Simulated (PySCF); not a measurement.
A GIAO shielding run with PySCF (density fitting, non-relativistic, gas phase) on `C=C1[C@@H](C#N)[C@H](C)C[S@@]1=O`, C₇H₉NOS:

```
$ OMP_NUM_THREADS=1 python probes_run.py task.json out

{"job": {"kind": "nmr", "xc": "PBE0", "basis": "pcSseg-1"}, "charge": 0, "multiplicity": 1}
C      2.078606    -1.414417     0.486388
C      1.126164    -0.657054    -0.018110
C      0.638893     0.664687     0.507916
C      1.457667     1.712103    -0.060630
N      2.096325     2.533111    -0.534096
C     -0.824343     0.817553     0.049011
C     -1.746545    -0.040112     0.909394
C     -0.836361     0.354731    -1.401011
S      0.203842    -1.180268    -1.516948
O     -0.621316    -2.310640    -1.084728
H      2.619637    -1.149895     1.381485
H      2.342245    -2.348497     0.020886
H      0.726197     0.716434     1.598735
H     -1.131088     1.868332     0.115361
H     -2.777776     0.083114     0.586278
H     -1.679921     0.250421     1.955869
H     -1.484775    -1.091922     0.819820
H     -1.834047     0.118783    -1.763507
H     -0.363207     1.082788    -2.059576
```

Hardware: 1 thread of an Arm Neoverse V1, shared host. The job also computes population analyses, field gradients, ring-centre shieldings.

Question: How large is the calculation?

Answer: 82 electrons, 222 basis functions and 1165 auxiliary functions.

Question: How long does it take, and how much memory does it need?

Answer: 55 s of wall time, with 16 SCF cycles and 5 response iterations; peak memory 1 GiB. Times on a shared host scatter by some tens of per cent.
